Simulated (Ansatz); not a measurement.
Mean bond length (Å) of eight silicon and germanium compounds: PBE-D3(BJ) beside B3LYP-D3(BJ), computed with Ansatz (a first-principles code) for isolated molecules in the bases named; differences from unrounded values. The eight are the first of their class met in an unordered collection, after screening for sound electronic states; none was chosen by its value. Each level has its own optimised geometry.

```csv
molecule,basis,B3LYP-D3(BJ)
"Si(OMe)2 (C2H6O2Si), SMILES CO[Si]OC (connectivity only; charge and spin as stated), neutral, multiplicity 1",def2-SVP,1.279
"CH10ClNSi3, SMILES N[Si@@](Cl)([SiH2][SiH3])C",def2-SVP,1.548
"Si(H)(F)(Br)(vinyl) (C2H4BrFSi), SMILES C=C[SiH](F)Br",def2-SVP,1.477
"CH7BO2Si, SMILES OB(O)C[SiH3]",def2-SVP,1.347
"C₃H₉NSi, SMILES C(/CN)=C\[SiH3]",def2-SVP,1.317
"Si(H)(OH)2(SMe) (CH₆O₂SSi), SMILES CS[SiH](O)O",def2-SVP,1.401
"C3H6F2Si, SMILES C(C[SiH](F)F)=C",def2-SVP,1.356
"B(Me)(OMe)(SiH3) (C₂H₉BOSi), SMILES COB(C)[SiH3]",def2-SVP,1.347
```

**Question.** Estimate the PBE-D3(BJ) values and say how PBE-D3(BJ) differs from B3LYP-D3(BJ) over the set. (An estimate is asked for; the answer gives what the named calculation found.)

**Answer.** 
| molecule | PBE-D3(BJ) | difference |
|---|---|---|
| Si(OMe)2 (C2H6O2Si), SMILES CO[Si]OC (connectivity only; charge and spin as stated), neutral, multiplicity 1 | 1.288 | 0.009 |
| CH10ClNSi3, SMILES N[Si@@](Cl)([SiH2][SiH3])C | 1.557 | 0.009 |
| Si(H)(F)(Br)(vinyl) (C2H4BrFSi), SMILES C=C[SiH](F)Br | 1.486 | 0.009 |
| CH7BO2Si, SMILES OB(O)C[SiH3] | 1.356 | 0.009 |
| C₃H₉NSi, SMILES C(/CN)=C\[SiH3] | 1.325 | 0.008 |
| Si(H)(OH)2(SMe) (CH₆O₂SSi), SMILES CS[SiH](O)O | 1.410 | 0.009 |
| C3H6F2Si, SMILES C(C[SiH](F)F)=C | 1.365 | 0.009 |
| B(Me)(OMe)(SiH3) (C₂H₉BOSi), SMILES COB(C)[SiH3] | 1.355 | 0.008 |
PBE-D3(BJ) lies below B3LYP-D3(BJ) in 0 and above it in 8 of the eight; the mean signed difference is 0.009 and the largest 0.009 Å.
